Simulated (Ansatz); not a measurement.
```xyz
17

C     0.0000    0.0000    0.0000
C     0.8840    0.8840    0.8840
C     0.8840   -0.8840   -0.8840
C    -0.8840    0.8840   -0.8840
C    -0.8840   -0.8840    0.8840
H     0.2752    1.5336    1.5336
H     1.5336    0.2752    1.5336
H     1.5336    1.5336    0.2752
H     0.2752   -1.5336   -1.5336
H     1.5336   -0.2752   -1.5336
H     1.5336   -1.5336   -0.2752
H    -1.5336    0.2752   -1.5336
H    -1.5336    1.5336   -0.2752
H    -0.2752    1.5336   -1.5336
H    -1.5336   -1.5336    0.2752
H    -0.2752   -1.5336    1.5336
H    -1.5336   -0.2752    1.5336
```

Basis set: def2-TZVP (spherical functions). Left uncorrelated: 5 orbitals. Charge 0, multiplicity 1.

Computed with Ansatz (development build ahead of 0.2.0); each method stands on the lowest determinant of its kind that the runs found. Restricted open shells among the atoms or ions are ROHF, correlated in semicanonical orbitals with singles.

The atomization energy at this shape (free ground-state atoms in the same class of orbitals less the molecule, no zero-point energy) of singlet C5H12:

```tsv
method	atomization energy
RHF	53.54 eV
```

(1) What does RHF-MP2 give?

## Answers

(1) 67.48 eV.
